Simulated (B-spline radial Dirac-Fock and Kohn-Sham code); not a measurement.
Kohn-Sham estimates against Dirac-Fock for the levels of Cl⁷⁺

System: Cl⁷⁺ in the configuration 1s2 2s2 2p6.

The density-functional columns are spherical, spin-unpolarised Dirac-Kohn-Sham results without Breit or QED terms: −ε is minus the orbital energy of the initial state and ΔSCF the difference of two total energies. The reference in the last column comes from multi-electron Dirac-Fock with separately optimised hole states, Breit and Lamb-shift corrections added in first order. All numbers are from a radial B-spline solver, in eV; a selection of levels is shown.

| level | LDA −ε | LDA ΔSCF | PBE −ε | PBE ΔSCF | Dirac-Fock |
| --- | --- | --- | --- | --- | --- |
| K (1s) | 2880.6 | 2986.2 | 2890.1 | 2996.1 | 2979.8 |
| L1 (2s) | 382.4 | 406.9 | 383.5 | 408.1 | 417.7 |
| L2 (2p1/2) | 324.3 | 351.2 | 324.5 | 351.4 | 348.4 |
| L3 (2p3/2) | 322.6 | 349.4 | 322.7 | 349.5 | 346.7 |

**Question.** Order the estimates of the K (1s) level by their distance from the Dirac-Fock value, nearest first.
A. LDA ΔSCF
B. PBE −ε
C. LDA −ε
D. PBE ΔSCF

**Answer.** A (6.4 eV), D (16.4 eV), B (89.7 eV), C (99.2 eV).

For the outermost level NIST gives 348.306 ± 0.007 eV (measured); the differences from it are LDA −ε -25.74, LDA ΔSCF +1.05, PBE −ε -25.60, PBE ΔSCF +1.22, Dirac-Fock -1.56 eV.

Values without a named source are computed, but for edge energies of neutral atoms, which are taken from tables.
